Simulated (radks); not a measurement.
Coulomb parameter of the 4f shell of the samarium ion Sm+ in the model configuration [Xe] 4f4.5 6s1 6p1.5, as a second difference U = [E(n + 1) + E(n - 1) - 2 E(n)] / (1)^2 with all orbitals relaxed. "Bare": the charge of the atom changes with n. "Screened": the 6p shell takes up the change at fixed total charge, which measures U(4f,4f) + U(6p,6p) - 2 U(4f,6p). Calculated with a radial shooting solver on a logarithmic mesh with Libxc functionals: scalar-relativistic Kohn-Sham, LDA (Slater exchange, Perdew-Wang correlation), spin-unpolarised, spherical densities, finite nucleus; Fermi nuclear charge, rms radius 5.0819 fm.

case,configuration,E - E(n) (eV)
start,[Xe] 4f4.5 6s1 6p1.5,0.000
bare +1,[Xe] 4f5.5 6s1 6p1.5,-15.296
bare -1,[Xe] 4f3.5 6s1 6p1.5,31.925
screened +1,[Xe] 4f5.5 6s1 6p0.5,-11.081
screened -1,[Xe] 4f3.5 6s1 6p2.5,20.313

U(bare) = 16.629 eV, U(screened by 6p) = 9.232 eV, against the Slater integral F0(4f,4f) = 28.672 eV with frozen orbitals.
